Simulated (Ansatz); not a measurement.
Ansatz results at the PBE0-D4/def2-TZVP geometry: HOMO–LUMO gap (PBE/def2-TZVPP) 5.44 eV; ideal-gas entropy at 298 K and 1 bar (rigid rotor, harmonic PBE0-D4/def2-TZVP) 381 J/(mol·K); HOMO energy (B3LYP/def2-TZVPP) -9.06 eV.

Each molecule was computed in one conformer, which needn't be the lowest.

(1) Which molecule gave them?
A. `[OH][Zr]([OH])([OH])[I]`
B. `[OH][Zr]([F])([Cl])[Cl]`
C. `C#[C][Zr]([Cl])([Cl])[O]C`
D. `[F][Zr]([F])([SH])[SH]`

Results:

(1) B. The others give `[OH][Zr]([OH])([OH])[I]`: 4.72, 415, -6.96; `[F][Zr]([F])([SH])[SH]`: 3.62, 396, -7.59; `C#[C][Zr]([Cl])([Cl])[O]C`: 4.18, 464, -8.04.

B3LYP here is the variant with VWN-RPA as its local correlation; programs differ in this.
